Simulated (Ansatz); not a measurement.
## Ligand exchange: HBr + C3H6S → H2S + C3H5Br

Gas-phase species: HBr (hydrogen bromide), singlet; C3H6S `C=CCS`, singlet; H2S (hydrogen sulfide) `S`, singlet; C3H5Br `C=CCBr`, singlet. The partners trade Br for SH: H–Br and C–SH bonds give way to H–SH and C–Br.

Shapes, held fixed at every level: PBE0-D4/def2-TZVP. Flexible molecules stand in one conformer, not always the lowest. Programs: Ansatz 0.2.0. The zero-point and thermal change to 298 K, harmonic and unscaled (PBE0-D4/def2-TZVP), is +0.8 kJ/mol.

```tsv
level	kind	ΔH(298 K) (kJ/mol)	less CCSD(T)/def2-TZVPP
HF/def2-SVP	Hartree–Fock	-0.7	+2.2
HF/def2-TZVPP	Hartree–Fock	-4.4	-1.5
PBE0-D4/def2-TZVPP	global hybrid	0.0	+2.9
wB97M-V/def2-TZVPP	range-separated hybrid	-0.5	+2.4
wB97X-V/def2-TZVPP	range-separated hybrid	-0.4	+2.5
MP2/def2-SVP	perturbation theory	+5.5	+8.4
CCSD/def2-TZVPP	coupled cluster or CI	-2.9	0.0
CCSD(T)/def2-TZVPP	coupled cluster or CI	-2.9	0.0
```

The highest level, CCSD(T)/def2-TZVPP, gives ΔH(298 K) = -2.9 kJ/mol; the levels span -4.4 to +5.5. That is about zero within the method's error. They disagree on the sign: 2 of 8 are positive. The column of differences is taken from that level and isn't an error. No measured value is set beside it here. Relativity is left out for Br. Outer-core shells of Br are correlated, in sets that cover them unevenly.
